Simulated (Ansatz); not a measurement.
Reactions of C4H10Si (`CC=CC[SiH3]`).

Calculated with Ansatz (gas phase, PBE0-D4/def2-TZVP geometries, no zero-point term in ΔE). CCSD(T)/CBS adds triple-zeta CCSD(T) − MP2 to the extrapolated MP2 energy (def2 sets, frozen cores). This one scheme is used for every species. Double bonds are as drawn, so ΔE can hold a change between cis and trans. Elements past krypton have def2 core potentials. For Sb outer-core shells are correlated without core-valence functions, which leaves a few kJ/mol of doubt a bond. Each species was taken in one conformer, which may not be the lowest.

**Question.** Order these by ΔE at CCSD(T)/CBS, lowest first. (An estimate is asked.)
A. `C/C=C\C[SiH3]` + `[NH2][AlH][OH]` → `C[NH][AlH][OH]` + `C=CC[SiH3]`
B. `C/C=C\C[SiH3]` + H–F → `C/C=C\F` + `C[SiH3]`
C. `C/C=C\C[SiH3]` + `OBF` → `FBOC[SiH3]` + `C=CC`
D. `C/C=C\C[SiH3]` + `[SH][SbH2]` → `C[S][SbH2]` + `C=CC[SiH3]`

**Answer.** D (+0.23 eV), B (+0.41 eV), A (+0.55 eV), C (+0.77 eV).

Largest T1 diagnostic: 0.013, for `FBOC[SiH3]`.
